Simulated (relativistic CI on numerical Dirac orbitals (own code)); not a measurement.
**Ligand-field terms of d5**

Computed with a parametric ligand-field model of a d^n configuration (Racah B and C, spin-orbit zeta, crystal field), exact diagonalisation.

Field parameters in Wybourne normalisation: Oh B⁴₀ = 21Dq, B⁴₄ = √(5/14) B⁴₀. The field is a parameter set, without covalency.

(1) Lowest levels for B = 590, C = 2570, ζ = 700 cm⁻¹, Oh, 10Dq = 4000 cm⁻¹?

(2) Lowest levels for B = 450, C = 1750, ζ = 740 cm⁻¹, Oh, 10Dq = 7200 cm⁻¹?

(3) Lowest levels for B = 590, C = 3010, ζ = 190 cm⁻¹, Oh, 10Dq = 20050 cm⁻¹?

(4) Lowest levels for B = 1010, C = 4680, ζ = 780 cm⁻¹, Oh, 10Dq = 3650 cm⁻¹?

(5) Lowest levels for B = 680, C = 3430, ζ = 2550 cm⁻¹, Oh, 10Dq = 38150 cm⁻¹?

Answers

(1) Γ7+Γ8 0 (S 2.50), Γ7 16088 (S 1.48), Γ8 16214 (S 1.49), Γ8 16321 (S 1.49), Γ6 16463 (S 1.50), Γ7 17846 (S 1.49), Γ8 18006 (S 1.49), Γ6 18224 (S 1.50), Γ8 18262 (S 1.50) cm⁻¹, with S from ⟨S²⟩ = S(S + 1). The ground level has 2.00 electrons in the cubic e pair.

(2) Γ7 0 (S 2.48), Γ8 2 (S 2.48), Γ7 6138 (S 1.06), Γ8 7086 (S 1.36), Γ8 7457 (S 1.49), Γ6 7675 (S 1.50), Γ7 8531 (S 1.17), Γ8 8729 (S 0.91), Γ7 10215 (S 1.44) cm⁻¹, with S from ⟨S²⟩ = S(S + 1). The ground level has 1.98 electrons in the cubic e pair.

(3) Γ7 0 (S 0.50), Γ8 333 (S 0.50), Γ8 3220 (S 2.50), Γ7 3220 (S 2.50), Γ8 6724 (S 1.51), Γ7 6735 (S 1.51), Γ8 6761 (S 1.50), Γ6 6796 (S 1.50), Γ6 10962 (S 1.50) cm⁻¹, with S from ⟨S²⟩ = S(S + 1). The ground level has 0.06 electrons in the cubic e pair.

(4) Γ7+Γ8 0 (S 2.50), Γ7 31897 (S 1.50), Γ8 31948 (S 1.50), Γ8 32017 (S 1.50), Γ6 32118 (S 1.50), Γ7 33036 (S 1.50), Γ8 33159 (S 1.50), Γ6 33290 (S 1.50), Γ8 33315 (S 1.50) cm⁻¹, with S from ⟨S²⟩ = S(S + 1). The ground level has 2.00 electrons in the cubic e pair.

(5) Γ7 0 (S 0.55), Γ8 4619 (S 0.54), Γ8 23970 (S 1.55), Γ7 24903 (S 1.57), Γ8 25959 (S 1.49), Γ6 26671 (S 1.49), Γ6 30572 (S 1.49), Γ8 30843 (S 1.49), Γ8 31322 (S 1.46) cm⁻¹, with S from ⟨S²⟩ = S(S + 1). The ground level has 0.07 electrons in the cubic e pair.
